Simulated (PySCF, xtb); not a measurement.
PbI, SMILES [I][Pb+] (connectivity only; charge and spin as stated), charge +1, multiplicity 1.

Harmonic wavenumbers (cm⁻¹) from GFN2-xTB (xtb) at its own minimum, in rising order: 226.

Question: What does r2SCAN-D4/def2-TZVP (PySCF) give at its own minimum? (Estimate from the structure and the level; the computed values follow.)

Answer: 204. Paired by order, the mean absolute difference is 22 cm⁻¹ and the zero-point energies are 0.3 and 0.3 kcal/mol.
